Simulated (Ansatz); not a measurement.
Cartesian coordinates (Å):
SMILES: C(C)(=O)[O]
```xyz
7

C     -0.6945    -0.0628     0.0637
C      0.9522     0.1007    -0.0994
O      1.4758    -1.0045    -0.2210
O      1.2307     1.3035    -0.0468
H     -1.1507     0.9265     0.0191
H     -0.9990    -0.7198    -0.7553
H     -0.8146    -0.5435     1.0396
```
Charge 0, spin multiplicity 2.

Method: frozen-core CCSD(T)/cc-pVTZ // PBE-D3(BJ)/def2-TZVP (Ansatz, an electronic-structure program).

| Quantity | Value |
|---|---|
| HF energy | -227.23321 Ha |
| MP2 correlation energy | -0.75490 Ha |

Q: Estimate the CCSD correlation energy, the (T) correction, the total energy and the T1 diagnostic.

A: 
| Property | Value |
|---|---|
| CCSD correlation energy | -0.78519 Ha |
| (T) correction | -0.03708 Ha |
| CCSD(T) total energy | -228.05548 Ha |
| T1 diagnostic | 0.062 |
